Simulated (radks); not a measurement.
Values are calculated unless marked as measured or tabulated.
Valence configurations of Ru I (all share [Kr]). Level of theory: scalar-relativistic Kohn-Sham, PBE, spin-unpolarised, spherical densities, point nucleus (a radial shooting solver on a logarithmic mesh with Libxc functionals). Energies are relative to 4d7 5s1; eigenvalues in eV.

4d7 5s1: E (eV) 0.000; e(4d) -5.202; e(5s) -4.240
4d7 5p1: E (eV) 3.462; e(4d) -6.765; e(5p) -1.721
4d6 5s2: E (eV) 1.700; e(4d) -7.670; e(5s) -5.188
4d6 5s1 5p1: E (eV) 5.653; e(4d) -9.155; e(5p) -2.098; e(5s) -6.176
4d7.5 5s0.5: E (eV) -0.317; e(4d) -4.116; e(5s) -3.799
4d8: E (eV) -0.333; e(4d) -3.152
4d6.5 5s1 5p0.5: E (eV) 2.479; e(4d) -7.194; e(5p) -1.549; e(5s) -5.257
4d7 5s0.5 5p0.5: E (eV) 1.694; e(4d) -6.030; e(5p) -1.356; e(5s) -4.822
4d5 5s0.5 5p2.5: E (eV) 16.563; e(4d) -13.678; e(5p) -3.368; e(5s) -8.206
4d5 5s1 5p2: E (eV) 14.165; e(4d) -13.094; e(5p) -3.104; e(5s) -7.857

NIST lists [Kr] 4d7 5s1 as the ground configuration; this level of theory puts 4d8 lower, by 0.333 eV. The energies are those of spherical spin-averaged densities, not of single terms.
